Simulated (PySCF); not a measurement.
# Magnetisability: SMILES C[SiH2]N[SiH2][SiH3], CH$_{11}$NSi$_{3}$

Molfile (atoms numbered from 1):
```
CH11NSi3
     RDKit          3D

 16 15  0  0  0  0  0  0  0  0999 V2000
   -1.6914    0.7608   -0.6556 C   0  0  0  0  0  0  0  0  0  0  0  0
   -1.6192   -0.0630    1.0445 Si  0  0  0  0  0  4  0  0  0  0  0  0
   -0.1100   -0.9024    1.1833 N   0  0  0  0  0  0  0  0  0  0  0  0
    1.1518   -1.2340    0.0301 Si  0  0  0  0  0  4  0  0  0  0  0  0
    2.0919    0.7136   -0.7696 Si  0  0  0  0  0  4  0  0  0  0  0  0
   -0.9354    1.5334   -0.7577 H   0  0  0  0  0  0  0  0  0  0  0  0
   -2.6595    1.2251   -0.8169 H   0  0  0  0  0  0  0  0  0  0  0  0
   -1.5350    0.0391   -1.4515 H   0  0  0  0  0  0  0  0  0  0  0  0
   -1.6819    0.9384    2.1193 H   0  0  0  0  0  0  0  0  0  0  0  0
   -2.7297   -1.0164    1.1969 H   0  0  0  0  0  0  0  0  0  0  0  0
   -0.0077   -1.3841    2.0613 H   0  0  0  0  0  0  0  0  0  0  0  0
    0.6027   -2.0904   -1.0382 H   0  0  0  0  0  0  0  0  0  0  0  0
    2.0930   -2.0781    0.7837 H   0  0  0  0  0  0  0  0  0  0  0  0
    3.5586    0.6765   -0.7087 H   0  0  0  0  0  0  0  0  0  0  0  0
    1.6984    1.9321   -0.0517 H   0  0  0  0  0  0  0  0  0  0  0  0
    1.7656    0.9583   -2.1805 H   0  0  0  0  0  0  0  0  0  0  0  0
  1  2  1  0
  2  3  1  0
  3  4  1  0
  4  5  1  0
  1  6  1  0
  1  7  1  0
  1  8  1  0
  2  9  1  0
  2 10  1  0
  3 11  1  0
  4 12  1  0
  4 13  1  0
  5 14  1  0
  5 15  1  0
  5 16  1  0
M  END
```

Method used: GIAO wB97X-D/pcSseg-1 magnetisability, rotational g tensor and spin-rotation constants, non-relativistic, gas phase in PySCF 2.14.0. Geometry: GFN2-xTB.

(1) How diamagnetic is it, and how anisotropic?

(2) Split it along the inertial axes a, b, c into diamagnetic and paramagnetic parts about the centre of mass, with the quadrupole moment.

(3) And the rotational g tensor?

Results:

(1) Isotropic -1284 × 10⁻³⁰ J/T², or -77.3 × 10⁻⁶ cm³/mol; principal values -1400, -1252, -1200 × 10⁻³⁰ J/T², anisotropy 179 × 10⁻³⁰ J/T² (root of half the summed squared differences of the principal values). The susceptibility is in cgs units.

(2) 
| axis | χ (10⁻⁶ cm³/mol) | diamagnetic (10⁻⁶ cm³/mol) | paramagnetic (10⁻⁶ cm³/mol) | summed x² of all electrons (Å²) | quadrupole Θ (D Å) |
| --- | --- | --- | --- | --- | --- |
| a | -83.0 | -510.1 | 427.1 | 205.3 | -1.72 |
| b | -73.5 | -1013.3 | 939.9 | 86.7 | +3.16 |
| c | -75.4 | -1238.9 | 1163.5 | 33.5 | -1.44 |

Anisotropies 2χaa − χbb − χcc = -17.2 and 2χbb − χaa − χcc = +11.5 × 10⁻⁶ cm³/mol. Θ is traceless in Buckingham's convention.

(3) 
```tsv
axis	rotational constant (GHz)	g	nuclear part	electronic part
a	3.3412	-0.0301	0.6403	-0.6704
b	1.3693	-0.0204	0.5843	-0.6046
c	1.0933	-0.0139	0.5837	-0.5976
```
Asymmetric top; isotopes 12C, 1H, 14N, 28Si; no vibrational averaging.
